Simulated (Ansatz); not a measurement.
C₆H₃ClTi (`C#[C][Ti]([Cl])([C]#C)[C]#C`) at its PBE0-D4/def2-TZVP geometry, where that method's forces vanish. The species carries charge 0 and has multiplicity 1.

```xyz
11

C    -0.1919    2.6294   -1.5028
C     0.1357    1.6787   -0.8190
Ti    0.6529    0.1016    0.3019
Cl    2.6023    0.4091    1.2033
C    -0.7453   -0.1498    1.7138
C    -1.6024   -0.2994    2.5633
C     0.6653   -1.5236   -0.8686
C     0.6635   -2.5075   -1.5833
H    -0.4820    3.4627   -2.1033
H    -2.3572   -0.4310    3.3064
H     0.6593   -3.3701   -2.2117
```

(1) What forces (eV/Å) does B3LYP-D4/def2-TZVPP give on these atoms in Ansatz? (Best estimate.)

Answers

(1) The calculation gave: 
```
C1  -0.038  0.105 -0.075
C2  -0.026  0.099 -0.067
Ti3 -0.143 -0.023 -0.066
Cl4  0.273  0.044  0.126
C5  -0.079 -0.013  0.093
C6  -0.099 -0.018  0.091
C7   0.009 -0.101 -0.070
C8  -0.003 -0.108 -0.081
H9   0.029 -0.085  0.060
H10  0.077  0.013 -0.075
H11 -0.001  0.087  0.065
```

B3LYP here is the variant with VWN-RPA as its local correlation; programs differ in this.
